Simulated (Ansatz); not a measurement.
The same path of BH4NO + H3N (11 atoms, charge 0, multiplicity 1) was run twice with different band settings. Lost on the way: B1–O2, N8–H11. Made: B1–N8, O2–H11.

Computed with Ansatz, RKS B3LYP-D4/def2-mTZVP.

Relaxed end points:

```xyz
11
Properties=species:S:1:pos:R:3
B -0.069 -0.925 -0.197
O 0.559 -0.160 0.737
H 0.136 0.707 0.931
H 0.414 -1.982 -0.477
N -1.260 -0.541 -0.857
H -1.750 0.326 -0.690
H -1.708 -1.127 -1.543
N -0.478 2.426 1.433
H -1.189 2.412 2.159
H -0.805 3.059 0.707
H 0.351 2.852 1.840
```

```xyz
11
Properties=species:S:1:pos:R:3
B -0.629 0.785 -0.757
O 0.264 0.412 2.605
H 0.828 -0.361 2.476
H 0.005 0.870 -1.764
N -1.313 -0.411 -0.475
H -1.292 -1.204 -1.095
H -1.804 -0.592 0.389
N -0.622 1.886 0.151
H -1.318 1.991 0.879
H -0.236 2.774 -0.129
H 0.319 0.897 1.762
```

Common settings: spring 5.0 eV/Å²; optimiser quadratic models (default); start path through a guess of the saddle point; force threshold 0.05 eV/Å; iteration limit 60; end points relaxed.

| run | movable images | climbing image |
| --- | --- | --- |
| 1 | 7 | yes |
| 2 | 8 | no |

Task: What does each run give, and how far can it be trusted?

Result: Run 1: converged after 44 iterations, highest image 1.661 eV above the first end. The profile has 2 maxima (images 4, 7) with wells between them (image 5): this band takes more than one step, which may be the mechanism or a detour left from its start path. Neighbouring images differ by up to 1.2 eV, so the band resolves the path poorly. A vibrational analysis at the climbing image gives one clearly imaginary mode, 1439i cm⁻¹: a first-order saddle point.
Run 2: not converged after 60 iterations, highest image 0.705 eV above the first end. The band didn't meet its force threshold, so its energies are provisional: the largest band force was still 0.08 eV/Å, and over the last iterations the top moved between 0.71 and 0.77 eV. Neighbouring images lie up to 1.7 Å apart, so the band is torn or far too coarse.
The orbitals stay closed-shell, which can raise the energy where a bond breaks towards radicals; this wasn't checked here.
